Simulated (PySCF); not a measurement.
C5H12Si, SMILES CCC/C=C\[SiH3].

Coordinates come from a PBE-D3(BJ)/def2-SVP optimisation. The structure was generated by enumeration; whether it is a known compound was not checked. Other conformers were not sampled.

These are TDA-CAM-B3LYP/def2-SVPD in PySCF values and carry that method's errors.

Vertical excitations. 

Computed UV-visible absorptions:
```tsv
state	energy (eV)	λ (nm)	f	main pairs
S1	6.66	186	0.008	HOMO−1→LUMO 87 %
S2	6.79	183	0.471	HOMO→LUMO 91 %
S3	7.10	175	0.023	HOMO→LUMO+1 69 %, HOMO→LUMO+3 14 %
S4	7.64	162	0.009	HOMO→LUMO+2 50 %, HOMO→LUMO+5 21 %, HOMO→LUMO+1 14 %, HOMO→LUMO+6 8 %
S5	7.86	158	0.005	HOMO→LUMO+3 57 %
S6	7.86	158	0.025	HOMO→LUMO+4 53 %, HOMO→LUMO+5 8 %
T1	3.94	315	0	HOMO→LUMO 85 %
T2	6.13	202	0	HOMO−1→LUMO 86 %
```
Triplets are in the Tamm–Dancoff approximation.
